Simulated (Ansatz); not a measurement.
Compare A (`CC1([SiH3])C[SiH2]1`) with its isomer B (`C=C([SiH3])C[SiH3]`).

Gas-phase electronic energies from Ansatz, PBE0-D4/def2-TZVP geometries. CCSD(T)/CBS is the MP2 limit (def2-TZVPP, def2-QZVPP) plus CCSD(T) − MP2 in def2-TZVPP, frozen cores. DFT in def2-TZVPP. B3LYP here is the variant with VWN-RPA as its local correlation; programs differ in this. Each species was taken in one conformer, which may not be the lowest.

Which is lower in electronic energy at CCSD(T)/CBS, and by how much? (An estimate is asked.)

The calculation gave: B, by 26.1 kJ/mol.

Give E(B) − E(A) in kJ/mol with ωB97M-V, B3LYP, r2SCAN-D4, PBE-D4, CCSD(T)/def2-TZVPP, B2PLYP, HF/def2-TZVPP. (Best estimate.)

Ansatz gave: ωB97M-V -21.9, B3LYP -39.1, r2SCAN-D4 -17.4, PBE-D4 -15.3, CCSD(T)/def2-TZVPP -28.4, B2PLYP -32.7, HF/def2-TZVPP -60.5. None reverses the order clearly.

Largest T1 diagnostic: 0.011.

In def2-TZVPP, CCSD(T) changes the Hartree–Fock value by +32.1 kJ/mol (the triples alone add +2.4 kJ/mol) and MP2 by +44.1 kJ/mol.
